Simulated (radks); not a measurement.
Results of a calculation; reference values are marked as such.
Problem. The table gives one normalised radial function P(r) = r R(r) (large component) of Br24+ in [Ne] 3s1 (r in bohr). Level of theory: Dirac Kohn-Sham, OLYP, spin-unpolarised, spherical densities, finite nucleus; Fermi nuclear charge, rms radius 4.1629 fm (a radial shooting solver on a logarithmic mesh with Libxc functionals).

r          P
0.003883  0.0262
0.00539   0.0450
0.007483  0.0779
0.01039   0.1348
0.01454   0.2347
0.02018   0.3959
0.02801   0.6480
0.03889   1.0139
0.05441   1.4999
0.07554   2.0078
0.1049    2.3760
0.1456    2.3772
0.2037    1.8764
0.2828    1.0844
0.3925    0.4083
0.5449    0.0851
0.7625    0.0073
1.059     0.0002
1.469     0.0000

Which n and l does it have? It may be an empty orbital.

Solution. n = 2, l = 1: the number of nodes gives n - l - 1 = 0, the rise at small r points to l (for j = l - 1/2 the large component starts outside the nucleus as r^gamma with gamma = sqrt(l^2 - (Z/c)^2) = 0.97 and the r^(l+1) term takes over further out; the orbital of l - 1 with the same j starts with the same power, but with a larger coefficient, and does not steepen), and the extent must fit the shell. The curve is that of 2p1/2; the two j differ most near the nucleus, where j = l - 1/2 has the larger amplitude, and in heavy atoms j = l - 1/2 is also the more compact. 2p1/2: eigenvalue -2648.0 eV, 0 radial nodes, <r> = 0.159 bohr, 90 % of the charge inside 0.259 bohr.
